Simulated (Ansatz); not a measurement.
Two members of one family (Same ligands, another metal), computed with Ansatz in the gas phase; def2 core potentials for Nb, Ta, no spin–orbit coupling. The two geometries come from different levels. Binding counts from free atoms in the multiplicity of their measured ground term, without zero-point energy. The structures are stationary points that may keep the symmetry of their start.

First: TaSCl3 (singlet, charge 0, r2SCAN-D4/def2-SVP geometry).

```xyz
5

Ta    0.0026    0.0066   -0.0084
S    -0.4648   -1.2676    1.6618
Cl   -0.3509    2.1719    0.6439
Cl   -1.3844   -0.5702   -1.7369
Cl    2.1975   -0.3407   -0.5604
```

| level | HOMO (eV) | LUMO (eV) | gap (eV) | binding per atom (eV) |
| --- | --- | --- | --- | --- |
| LDA (SPW92)/def2-TZVP | -7.30 | -3.93 | 3.37 | 4.81 |
| PBE-D4/def2-SVP | -7.15 | -3.63 | 3.52 | 4.31 |
| B97M-V/def2-TZVP | -7.45 | -3.60 | 3.86 | 4.23 |
| PBE0-D4/def2-SVP | -8.40 | -2.99 | 5.40 | 4.09 |
| PBE0-D4/def2-TZVP | -8.32 | -3.00 | 5.32 | 4.13 |

Metal–donor distances: 1 × S 2.15 Å, 3 × Cl 2.29 Å.

Second: NbSCl3 (singlet, charge 0, PBE-D4/def2-SVP geometry).

```xyz
5

Nb    0.0029   -0.0072    0.0081
S    -0.5272    1.3709   -1.5452
Cl   -1.1227    0.6088    1.8989
Cl    2.2633    0.1252    0.3141
Cl   -0.6164   -2.0977   -0.6759
```

Q: What does the change do? Estimate second minus first.

A: 
```csv
level,Δ HOMO (eV),Δ LUMO (eV),Δ gap (eV),Δ binding per atom (eV)
LDA (SPW92)/def2-TZVP,-0.15,-0.44,-0.29,-0.17
PBE-D4/def2-SVP,-0.11,-0.44,-0.33,-0.14
B97M-V/def2-TZVP,-0.17,-0.54,-0.37,-0.25
PBE0-D4/def2-SVP,-0.13,-0.48,-0.35,-0.21
PBE0-D4/def2-TZVP,-0.17,-0.51,-0.34,-0.27
```

Metal–donor distances: 1 × S 2.14 Å, 3 × Cl 2.28 Å.
